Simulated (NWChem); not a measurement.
Molecule: BH₂OF; SMILES OBF

```xyz
5

B     -0.4324    -0.0285     0.0000
H     -1.6513    -0.0366     0.0000
F      0.2230    -1.1901     0.0000
O      0.3139     1.1028     0.0000
H     -0.2390     1.9032     0.0000
```
Atoms are numbered in this order, from 1.

Computed with NWChem. Pople sets run with spherical d functions. Structure relaxed at the PBE-D3(BJ)/def2-SVP level. Vzz is the largest principal value of the second derivative of the potential at the nucleus (NWChem prints the opposite sign); η is the asymmetry. Non-relativistic.

| level | Vzz B1 (a.u.) | η B1 | Vzz O4 (a.u.) | η O4 |
|---|---|---|---|---|
| CAM-B3LYP/cc-pVTZ | [?] | 0.41 | 1.237 | 0.06 |
| CAM-B3LYP/def2-SVP | 0.328 | 0.41 | 1.274 | 0.08 |
| PBE0/6-31G* | 0.318 | 0.46 | 1.230 | 0.14 |
| PBE0/cc-pVTZ | 0.367 | 0.39 | 1.220 | 0.07 |

### Question
Complete the blanks.

### Answer

- CAM-B3LYP/cc-pVTZ, Vzz B1 (a.u.): 0.377
